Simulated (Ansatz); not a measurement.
Ga₈N₈, a nanocrystal cut from wurtzite GaN (bare), relaxed as a singlet with RKS PBE-D4/def2-SVP in Ansatz, starting from the GFN2-xTB geometry. Force threshold 0.03 eV/Å.

The restricted singlet is unstable: a solution with broken spin symmetry lies lower. At PBE0-D4/def2-TZVP a triplet of charge 0 lies 0.83 eV below the restricted singlet at the same geometry.

Start:

Cartesian coordinates in Å:
```
N -0.918 -0.869 3.978
Ga -2.246 -1.732 3.079
N -3.123 -2.275 1.579
N 1.568 0.886 3.057
Ga 0.044 -0.128 2.562
N -0.506 -0.404 0.702
Ga -2.079 -1.481 0.253
N -2.650 -1.795 -1.528
Ga 2.192 1.450 1.498
N 1.990 1.457 -0.350
Ga 0.456 0.375 -0.640
N 0.025 0.216 -2.481
Ga -1.477 -0.879 -2.488
Ga 2.956 2.153 -1.809
N 2.638 2.031 -3.616
Ga 1.128 0.995 -3.795
```

```json
{"step": "1", "energy (eV)": "-430805.2409", "largest force component (eV/Å)": "1.079", "SCF passes": "78"}
{"step": "2", "energy (eV)": "-430805.5073", "largest force component (eV/Å)": "0.768", "SCF passes": "40"}
{"step": "3", "energy (eV)": "-430805.5950", "largest force component (eV/Å)": "0.191", "SCF passes": "37"}
{"step": "4", "energy (eV)": "-430805.6007", "largest force component (eV/Å)": "0.030", "SCF passes": "31"}
```

Force components are those of the run's own axes.

End:

```xyz
16

N    -0.886   -0.949    3.987
Ga   -2.168   -1.696    2.986
N    -3.172   -2.227    1.603
N     1.553    0.940    3.083
Ga    0.062   -0.121    2.589
N    -0.517   -0.392    0.705
Ga   -2.114   -1.483    0.237
N    -2.658   -1.828   -1.546
Ga    2.090    1.410    1.483
N     2.006    1.521   -0.338
Ga    0.461    0.388   -0.649
N     0.056    0.147   -2.531
Ga   -1.436   -0.894   -2.384
Ga    2.935    2.016   -1.863
N     2.673    2.050   -3.661
Ga    1.116    1.117   -3.701
```

By distances, no bond broke or formed. The bond that changes most is N10–Ga11, from 1.90 to 1.94 Å (atoms count from 1).

No frequencies were taken in this run, so the end may be a saddle point.

It took 29 s on 2 threads of AMD EPYC 7R13 on a shared host and a share (18 GiB) of an NVIDIA H100 80GB HBM3.
